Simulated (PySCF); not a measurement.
A PySCF script (with the pyscf-properties extension) for the NMR shieldings of `COC1=CO[SiH2][SiH2]B1`, C3H9BO2Si2, on a GFN2-xTB geometry:

```python
import basis_set_exchange as bse
import numpy as np
from pyscf import gto, dft
from pyscf.prop import nmr

atoms = """
C     3.018328   -0.123732    0.412075
O     1.963125   -0.880086   -0.118993
C     0.659539   -0.396820   -0.091010
C     0.402079    0.816408    0.469098
O    -0.757040    1.448072    0.591188
Si   -2.344071    1.169592    0.194637
Si   -2.253418   -0.908474   -0.795256
B    -0.346656   -1.360166   -0.736120
H     3.913567   -0.720694    0.242037
H     2.901410    0.046033    1.488745
H     3.129482    0.840607   -0.097228
H     1.203930    1.413669    0.896534
H    -2.631801    2.375806   -0.587483
H    -2.974536    1.348268    1.505987
H    -2.857888   -0.859786   -2.142872
H    -3.140258   -1.845541   -0.073657
H     0.107212   -2.351128   -1.167592
"""
names = dict.fromkeys(["C", "O", "Si", "B", "H"], "pcSseg-1")
basis = {el: gto.basis.parse(bse.get_basis(n, elements=[el], fmt="nwchem")) for el, n in names.items()}
mol = gto.M(atom=atoms, basis=basis, charge=0, verbose=0)
mf = dft.RKS(mol, xc="PBE0")
mf.grids.level = 2
mf.grids.alignment = dft.numint.BLKSIZE   # the property module wants whole blocks of grid points
mf.conv_tol = 1e-9
mf.kernel()

calc = nmr.RKS(mf)   # GIAO
C = mf.mo_coeff
Co = C[:, mf.mo_occ > 0]
resp = mf.gen_response(singlet=True, hermi=2)
def vind(x):   # induced exchange potential for any number of trial vectors
    d = np.einsum("pi,xij,qj->xpq", C, 2 * x.reshape(-1, C.shape[1], Co.shape[1]), Co, optimize=True)
    return np.einsum("xpq,pi,qj->xij", resp(d - d.transpose(0, 2, 1)), C, Co, optimize=True).ravel()
mo1, _ = nmr.rhf.solve_mo1(calc, with_cphf=vind)
sigma = calc.kernel(mo1)
for i, s in enumerate(sigma):   # ppm
    print("%2d %-2s %9.2f" % (i, mol.atom_pure_symbol(i), np.trace(s) / 3))
```

Task: What are the results?

Result: 
```
 0 C     132.36
 1 O     250.67
 2 C      19.90
 3 C      29.67
 4 O     228.64
 5 Si    368.71
 6 Si    479.23
 7 B      29.76
 8 H      27.54
 9 H      28.38
10 H      28.40
11 H      24.81
12 H      26.11
13 H      26.10
14 H      28.03
15 H      28.00
16 H      23.53
```

These numbers come from an equivalent density-fitted implementation of the same equations, which agrees with the script to about 0.01 ppm for H and up to a few tenths of a ppm for heavy atoms, so last digits may differ.

Size and cost of the density-fitted run: 195 basis functions, 74 s wall time on 1 thread of an Arm Neoverse N1, shared host; peak memory 0.91 GiB.
